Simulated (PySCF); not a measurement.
Isomers of C5H15N3Si, mass 145.104 u with the commonest isotopes. Method: PBE0/pcSseg-1 in PySCF (dipole) on a GFN2-xTB geometry, gas phase. One conformer each, none proved a minimum here; rigid rotors.

Question: Order these by rotational constant A, smallest first.
A. `[CH2:1]=[N:2][C@@H:3]([CH2:4][CH3:5])[Si@@H:6]([NH2:7])[NH:8][CH3:9]` with C1–N2–C3–C4 137°, N2–C3–C4–C5 176°, N2–C3–Si6–N7 160°, C3–Si6–N7–H 180° and 40°, C3–Si6–N8–C9 180°
B. `[CH3:1][NH:2][Si@@H:3]([NH2:4])[NH:5][CH2:6][CH:7]1[CH2:8][CH2:9]1` with C1–N2–Si3–N4 55°, N2–Si3–N4–H 43° and 178°, N2–Si3–N5–C6 178°, Si3–N5–C6–C7 -100°, N5–C6–C7–C8 29°
C. `[CH2:1]=[C:2]([CH3:3])[CH2:4][NH:5][Si@H:6]([NH2:7])[NH:8][CH3:9]` with C1–C2–C4–N5 -9°, C2–C4–N5–Si6 149°, C4–N5–Si6–N7 -65°, N5–Si6–N7–H -178° and 42°, N5–Si6–N8–C9 177°
D. `[CH3:1][N:2]1[CH2:3][CH2:4][Si@@:5]1([NH2:6])[CH2:7][CH2:8][NH2:9]` with C4–Si5–N6–H -28° and 116°, C4–Si5–C7–C8 -90°, Si5–C7–C8–N9 -67°, C7–C8–N9–H -178° and -60°
E. `[CH2:1]=[N:2][Si@H:3]([CH2:4][NH:5][CH3:6])[N:7]([CH3:8])[CH3:9]` with C1–N2–Si3–C4 -99°, N2–Si3–C4–N5 54°, Si3–C4–N5–C6 -179°, N2–Si3–N7–C8 157°

Answer: A (1496 MHz), E (1861 MHz), D (2433 MHz), B (2680 MHz), C (3315 MHz).

Question: Order these by rotational constant C, smallest first.
A. `[CH2:1]=[C:2]([CH3:3])[CH2:4][NH:5][Si@H:6]([NH2:7])[NH:8][CH3:9]` with C1–C2–C4–N5 -9°, C2–C4–N5–Si6 149°, C4–N5–Si6–N7 -65°, N5–Si6–N7–H -178° and 42°, N5–Si6–N8–C9 177°
B. `[CH2:1]=[N:2][Si@H:3]([CH2:4][NH:5][CH3:6])[N:7]([CH3:8])[CH3:9]` with C1–N2–Si3–C4 -99°, N2–Si3–C4–N5 54°, Si3–C4–N5–C6 -179°, N2–Si3–N7–C8 157°
C. `[CH3:1][N:2]1[CH2:3][CH2:4][Si@@:5]1([NH2:6])[CH2:7][CH2:8][NH2:9]` with C4–Si5–N6–H -28° and 116°, C4–Si5–C7–C8 -90°, Si5–C7–C8–N9 -67°, C7–C8–N9–H -178° and -60°
D. `[CH2:1]=[N:2][C@@H:3]([CH2:4][CH3:5])[Si@@H:6]([NH2:7])[NH:8][CH3:9]` with C1–N2–C3–C4 137°, N2–C3–C4–C5 176°, N2–C3–Si6–N7 160°, C3–Si6–N7–H 180° and 40°, C3–Si6–N8–C9 180°
E. `[CH3:1][NH:2][Si@@H:3]([NH2:4])[NH:5][CH2:6][CH:7]1[CH2:8][CH2:9]1` with C1–N2–Si3–N4 55°, N2–Si3–N4–H 43° and 178°, N2–Si3–N5–C6 178°, Si3–N5–C6–C7 -100°, N5–C6–C7–C8 29°

Answer: A (533.3 MHz), E (605.3 MHz), B (627.5 MHz), C (781.7 MHz), D (829.2 MHz).

Question: Order these by radius of gyration √(Σ m r²/M), smallest first.
A. `[CH2:1]=[C:2]([CH3:3])[CH2:4][NH:5][Si@H:6]([NH2:7])[NH:8][CH3:9]` with C1–C2–C4–N5 -9°, C2–C4–N5–Si6 149°, C4–N5–Si6–N7 -65°, N5–Si6–N7–H -178° and 42°, N5–Si6–N8–C9 177°
B. `[CH2:1]=[N:2][C@@H:3]([CH2:4][CH3:5])[Si@@H:6]([NH2:7])[NH:8][CH3:9]` with C1–N2–C3–C4 137°, N2–C3–C4–C5 176°, N2–C3–Si6–N7 160°, C3–Si6–N7–H 180° and 40°, C3–Si6–N8–C9 180°
C. `[CH3:1][NH:2][Si@@H:3]([NH2:4])[NH:5][CH2:6][CH:7]1[CH2:8][CH2:9]1` with C1–N2–Si3–N4 55°, N2–Si3–N4–H 43° and 178°, N2–Si3–N5–C6 178°, Si3–N5–C6–C7 -100°, N5–C6–C7–C8 29°
D. `[CH2:1]=[N:2][Si@H:3]([CH2:4][NH:5][CH3:6])[N:7]([CH3:8])[CH3:9]` with C1–N2–Si3–C4 -99°, N2–Si3–C4–N5 54°, Si3–C4–N5–C6 -179°, N2–Si3–N7–C8 157°

Answer: B (2.237 Å), D (2.390 Å), C (2.467 Å), A (2.628 Å).

| SMILES | point group | Ia (u·Å²) | Ib (u·Å²) | Ic (u·Å²) | κ | μa (D) | μb (D) | μc (D) |
| --- | --- | --- | --- | --- | --- | --- | --- | --- |
| C=N[C@@H](CC)[Si@@H](N)NC | C1 | 337.85 | 504.31 | 609.51 | -0.48 | 0.96 | 0.50 | 0.28 |
| C=N[Si@H](CNC)N(C)C | C1 | 271.64 | 580.43 | 805.35 | -0.61 | 0.05 | 0.35 | 0.06 |
| CN1CC[Si@@]1(N)CCN | C1 | 207.70 | 618.50 | 646.48 | -0.96 | 2.28 | 0.06 | 0.25 |
| C=C(C)CN[Si@H](N)NC | C1 | 152.44 | 903.50 | 947.72 | -0.98 | 0.03 | 0.78 | 0.08 |
| CN[Si@@H](N)NCC1CC1 | C1 | 188.58 | 742.06 | 834.91 | -0.93 | 0.69 | 0.09 | 0.70 |
